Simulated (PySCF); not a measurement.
Species: CClFSe.
SMILES: `FC(Cl)=[Se]`

Level of theory: EOM-IP-CCSD/aug-cc-pVDZ in PySCF, restricted Hartree–Fock reference, frozen core, non-relativistic, gas phase, PBE0-D3(BJ)/def2-SVP geometry.

Hartree–Fock orbital energies give these Koopmans values (eV): HOMO 9.84, HOMO-1 10.53, HOMO-2 13.89, HOMO-3 14.71, HOMO-4 15.01, HOMO-5 18.69, HOMO-6 20.79.

**Question.** What vertical ionisation energies does EOM-IP-CCSD give?

**Answer.** 
| leading hole (HF orbital) | Koopmans (eV) | EOM-IP-CCSD (eV) | change (eV) | one-hole share |
| --- | --- | --- | --- | --- |
| HOMO | 9.84 | 9.39 | -0.45 | 0.96 |
| HOMO-1 | 10.53 | 10.49 | -0.04 | 0.96 |
| HOMO-2 | 13.89 | 12.72 | -1.17 | 0.95 |
| HOMO-3 | 14.71 | 13.44 | -1.27 | 0.93 |
| HOMO-4 | 15.01 | 13.69 | -1.32 | 0.95 |
| HOMO-5 | 18.69 | 16.58 | -2.11 | 0.90 |
| HOMO-6 | 20.79 | 17.72 | -3.07 | 0.90 |

**Question.** Does the order of the lines follow the orbital energies?

**Answer.** Yes, no two lines change places. The corrections run from -3.07 to -0.04 eV, with a mean of -1.35 eV over the 7 lines; no line lies above its Koopmans value. Koopmans values leave out both the relaxation of the orbitals and the change in correlation energy.

**Question.** At what kinetic energies would He I light (21.22 eV) eject these electrons?

**Answer.** 11.83 eV (HOMO), 10.73 eV (HOMO-1), 8.50 eV (HOMO-2), 7.78 eV (HOMO-3), 7.53 eV (HOMO-4), 4.64 eV (HOMO-5), 3.50 eV (HOMO-6).

One root was sought for each valence orbital with −ε under 21 eV, eight at most, so deeper holes and satellites are missing; no vibrational structure.
